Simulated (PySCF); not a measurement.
## IrO(OH)₂, doublet: structure and spectrum

Method: PySCF, UPBE, basis Ir def2-SVP with ECP60, O def2-SVP, H def2-SVP (scalar-relativistic core potentials, no spin–orbit coupling, density fitting).

The structure is a minimum.

```
Point group                                                                   : Cs
Bond lengths                                                                  : Ir–O 1.711 Å, Ir–O 1.876 Å (×2), O–H 0.985 Å (×2)
Bond angles                                                                   : H–O–Ir 109.8° (×2), O–Ir–O 120.0° (×3)
Spin squared ⟨S²⟩                                                             : 0.753
Entropy at 298.15 K and 1 bar (electronic part: spin only)                    : 324.6 J/(mol K)
Rotational symmetry number                                                    : 1
Principal polarisabilities                                                    : 36.8, 47.8, 49.2 bohr³
Heat capacity Cp at 298.15 K                                                  : 78.1 J/(mol K)
Principal quadrupole moments (Buckingham, traceless) about the centre of mass : -7.61, 3.33, 4.28 D Å
Zero-point energy                                                             : 78.2 kJ/mol
Lowest empty level (β)                                                        : -4.35 eV
Atomisation energy without zero-point energy                                  : 2265 kJ/mol
Enthalpy at 298.15 K above 0 K                                                : 16.16 kJ/mol
Dipole moment                                                                 : 3.15 D
Rotational constants                                                          : 0.2139, 0.1799, 0.09956 cm⁻¹
Highest occupied level (α)                                                    : -5.56 eV
```

Harmonic modes (masses in u: Ir 192.963, O 15.995, H 1.008):
```
symmetry  ω (cm⁻¹)  IR (km/mol)  μ (u)
      a'       184          0.4   7.68
     a''       207          2.5  12.18
      a'       223          1.1   9.09
     a''       556         33.3   1.10
      a'       619          113   1.11
     a''       688         86.4  11.24
      a'       691         15.2   9.37
     a''       901          146   1.09
      a'       919         91.2   1.14
      a'       948         37.1  13.36
     a''      3571         58.9   1.07
      a'      3573         72.4   1.07
```

Charges (e):
```tsv
atom	Mulliken	Löwdin	polar tensor	spin (Mulliken)	Mayer order to Ir1
Ir1	0.50	0.04	0.89	0.57	–
O2	-0.27	-0.06	-0.41	0.44	1.92
O3,4	-0.34	-0.09	-0.51	-0.01	1.10
H5,6	0.22	0.11	0.26	0.01	0.02
```
Other Mayer orders above 0.3: O–H 0.93 (×2).

Mulliken populations on Ir1 (electrons outside its core potential): s 2.85, p 6.34, d 7.23, f 0.08.

Outer orbital energies (eV). α occupied: -10.71, -9.81, -8.90, -8.62, -8.25, -6.36, -6.24, -5.56; empty: -3.34, -3.22, -0.92, 0.35. β occupied: -10.82, -10.15, -9.24, -8.78, -8.54, -8.19, -6.12, -6.03; empty: -4.35, -3.11, -3.01, -0.84.

Only a few start shapes were tried, so a lower isomer may exist. With open d or f shells other occupations or spin states may lie lower. Spin–orbit coupling, left out here, can matter for elements this heavy.

The final relaxation and frequency run took 2.4 min on 2 threads of a shared Arm Neoverse V1 host, with 84 basis functions and 24 gradients; the process peaked at 1.2 GiB.
